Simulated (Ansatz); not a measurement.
Isolated molecules relaxed with PBE0-D4/def2-TZVP in Ansatz; ΔE leaves out vibrations. CBS: MP2 limit from def2 TZ/QZ plus the TZ coupled-cluster correction, frozen cores. DFT in def2-TZVPP. B3LYP here is the variant with VWN-RPA as its local correlation; programs differ in this. def2 core potentials past Kr. For Mo outer-core shells are correlated without core-valence functions, which leaves a few kJ/mol of doubt a bond. Each species was taken in one conformer, which may not be the lowest.

`[O]=[Mo]([OH])([F])([Cl])[Cl]` + `C[Si](O)(F)[SiH3]` → `[O]=[Mo]([F])([F])([Cl])[Cl]` + `C[Si](O)(O)[SiH3]`  (redistribution)

Problem. Is it downhill or uphill in electronic energy at CCSD(T)/CBS, and by how much? (Estimate.)

Solution. Computed: Uphill: ΔE = +33.7 kJ/mol.

Problem. What do these levels give: r2SCAN-D4, B3LYP-D4, B2PLYP, HF/def2-TZVPP, MP2/def2-QZVPP, SCS-MP2/def2-QZVPP? (Estimate.)

Solution. Computed: r2SCAN-D4 23.9, B3LYP-D4 27.9, B2PLYP 30.0, HF/def2-TZVPP 31.9, MP2/def2-QZVPP 35.0, SCS-MP2/def2-QZVPP 34.3 kJ/mol.

Largest T1 diagnostic among the species: 0.024, so the coupled-cluster value is less sure than usual.

From PBE to PBE0 (25 % exact exchange), in def2-TZVPP and without D4, ΔE moves by +3.7 kJ/mol.
